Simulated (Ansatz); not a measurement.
Job for Ansatz (a first-principles code): R-B3LYP/def2-TZVPPD on CH4O (SMILES CO). The basis file is the Basis Set Exchange's JSON of that set.

Ansatz 0.2 input:
```yaml
crystal:
  periodic: [false, false, false]
  atoms:
    - {symbol: C, position_ang: [-0.14211096, 0.33371878, -0.00000000]}
    - {symbol: O, position_ang: [-0.13222933, -1.08693234, 0.00000000]}
    - {symbol: H, position_ang: [-1.18690914, 0.64106540, -0.00000000]}
    - {symbol: H, position_ang: [0.78112306, -1.38933346, 0.00000000]}
    - {symbol: H, position_ang: [0.34006319, 0.75079081, 0.89118535]}
    - {symbol: H, position_ang: [0.34006319, 0.75079081, -0.89118535]}
basis:
  gaussian:
    orbitals: def2-TZVPPD.json
hamiltonian:
  xc: {name: B3LYP}
scf: {lower_state_search: off}
```

### Question
What total energy does the run end on?

### Answer
-115.7805 hartree.
